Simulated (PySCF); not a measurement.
Species: C6H12F2.
Atom-mapped SMILES: `[CH3:1][CH2:2][C@@H:3]([CH3:4])[CH2:5][CH:6]([F:7])[F:8]` (hydrogens: H9, H10, H11 on C1; H12, H13 on C2; H14 on C3; H15, H16, H17 on C4; H18, H19 on C5; H20 on C6)

The same species was optimised twice, with GFN2-xTB and with PBE0-D3(BJ)/def2-SVP (PySCF), and the same property calculations (PySCF, gas phase) were run on both structures.

```csv
coordinate,GFN2-xTB,PBE0-D3(BJ)/def2-SVP,change
C5–C6 (Å),1.518,1.505,-0.013
C3–C5 (Å),1.535,1.528,-0.007
C6–F8 (Å),1.359,1.354,-0.005
C1–C2 (Å),1.525,1.520,-0.005
C2–C3 (Å),1.535,1.531,-0.004
C3–C4 (Å),1.527,1.525,-0.002
C6–F7 (Å),1.357,1.357,0.000
F7–C6–F8 (°),105.9,107.5,+1.6
C3–C5–C6 (°),113.3,114.9,+1.6
C1–C2–C3 (°),113.6,115.0,+1.4
C4–C3–C5 (°),111.0,112.1,+1.1
C2–C3–C4 (°),111.3,112.3,+1.0
C5–C6–F7 (°),111.0,110.1,-0.9
C2–C3–C5 (°),109.0,109.5,+0.5
C5–C6–F8 (°),110.3,109.8,-0.5
C1–C2–C3–C4 (°),68,60,-8
C2–C3–C5–C6 (°),169,170,+1
C3–C5–C6–F7 (°),-63,-59,+4
```

Rotational constants: A = 4039, B = 887.3, C = 876.6 MHz (GFN2-xTB) against A = 4099, B = 892.5, C = 871.7 MHz (PBE0-D3(BJ)/def2-SVP). Point groups within 0.08 Å: C1 and C1.

On the GFN2-xTB structure: HOMO (eV) -8.91 [PBE0/pcSseg-1]; LUMO (eV) 1.31 [PBE0/pcSseg-1]; dipole (D) 2.41 [PBE0/pcSseg-1]; GIAO shielding of C1 (ppm) 172.5 [PBE0/pcSseg-1]; GIAO shielding of C2 (ppm) 151.5 [PBE0/pcSseg-1]; GIAO shielding of C3 (ppm) 153.0 [PBE0/pcSseg-1]; GIAO shielding of C4 (ppm) 168.8 [PBE0/pcSseg-1]; GIAO shielding of C5 (ppm) 138.4 [PBE0/pcSseg-1]; GIAO shielding of C6 (ppm) 64.7 [PBE0/pcSseg-1]; GIAO shielding of F7 (ppm) 314.1 [PBE0/pcSseg-1]; GIAO shielding of F8 (ppm) 310.2 [PBE0/pcSseg-1].

Task: What do these properties become on the PBE0-D3(BJ)/def2-SVP structure?

Result: 
```csv
property,level,on GFN2-xTB,on PBE0-D3(BJ)/def2-SVP,change
HOMO (eV),PBE0/pcSseg-1,-8.91,-8.96,-0.05
LUMO (eV),PBE0/pcSseg-1,1.31,1.27,-0.04
dipole (D),PBE0/pcSseg-1,2.41,2.29,-0.12
"energy, GFN2-xTB geometry as zero (kcal/mol)",PBE0/pcSseg-1,0.0,-0.7,-0.7
GIAO shielding of C1 (ppm),PBE0/pcSseg-1,172.5,170.9,-1.6
GIAO shielding of C2 (ppm),PBE0/pcSseg-1,151.5,150.8,-0.7
GIAO shielding of C3 (ppm),PBE0/pcSseg-1,153.0,153.5,+0.5
GIAO shielding of C4 (ppm),PBE0/pcSseg-1,168.8,167.8,-1.0
GIAO shielding of C5 (ppm),PBE0/pcSseg-1,138.4,139.0,+0.6
GIAO shielding of C6 (ppm),PBE0/pcSseg-1,64.7,65.9,+1.2
GIAO shielding of F7 (ppm),PBE0/pcSseg-1,314.1,315.5,+1.4
GIAO shielding of F8 (ppm),PBE0/pcSseg-1,310.2,312.6,+2.4
```

The heavy atoms differ by 0.064 Å rms after alignment. Among bonds between heavy atoms C5–C6 changes most (-0.013 Å). Changes are differences of the printed values. Neither structure is proved a minimum here.

Conformer computed: `[CH3:1][CH2:2][C@@H:3]([CH3:4])[CH2:5][CH:6]([F:7])[F:8]`: C1–C2–C3–C4 60°, C2–C3–C5–C6 170°, C3–C5–C6–F7 -59°.
